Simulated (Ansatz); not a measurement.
Stepwise reaction of `[OH][Zr]([OH])([SH])[SH]` with hydrogen sulfide, as a gas-phase model of exchange steps in deposition or etching. ΔE in kJ/mol; ΔG adds harmonic PBE0-D4 terms to CCSD(T)/CBS, at 1 bar.

Isolated molecules relaxed with PBE0-D4/def2-TZVP in Ansatz; ΔE leaves out vibrations. CCSD(T)/CBS adds triple-zeta CCSD(T) − MP2 to the extrapolated MP2 energy (def2 sets, frozen cores). This one scheme is used for every species. DFT in def2-TZVPP. B3LYP here is the variant with VWN-RPA as its local correlation; programs differ in this. def2 core potentials past Kr. For Zr outer-core shells are correlated without core-valence functions, which leaves a few kJ/mol of doubt a bond. One conformer a species, not always the lowest.

| step | reaction | PBE-D4 | B3LYP-D4 | ωB97M-V | CCSD(T)/CBS | ΔG(500 K) |
| --- | --- | --- | --- | --- | --- | --- |
| 2 | `[OH][Zr]([SH])([SH])[SH]` + H₂S → `[SH][Zr]([SH])([SH])[SH]` + H₂O | 34.5 | 43.8 | 48.2 | 36.6 | 48.5 |

(1) Give the row of step 1, `[OH][Zr]([OH])([SH])[SH]` + H₂S → `[OH][Zr]([SH])([SH])[SH]` + H₂O. (Best estimate.)

(2) By hand: ΔE of the 2 steps together at CCSD(T)/CBS.

Results:

(1) The calculation gave: 
```
step                                                             reaction  PBE-D4  B3LYP-D4  ωB97M-V  CCSD(T)/CBS  ΔG(500 K)
   1  `[OH][Zr]([OH])([SH])[SH]` + H₂S → `[OH][Zr]([SH])([SH])[SH]` + H₂O    32.4      41.4     45.1         35.6       40.5
```

(2) (35.6) + (36.6) = 72.2 kJ/mol, or 36.1 kJ/mol a step.

In ΔE the steps differ by no more than 1.0 kJ/mol. All are uphill at CCSD(T)/CBS. ΔG lies between 40.5 and 48.5 kJ/mol a step. PBE-D4 differs from CCSD(T)/CBS by -3.2 to -2.1 kJ/mol a step. Isolated molecules leave out the surface, adducts and barriers. Largest T1 diagnostic: 0.019.
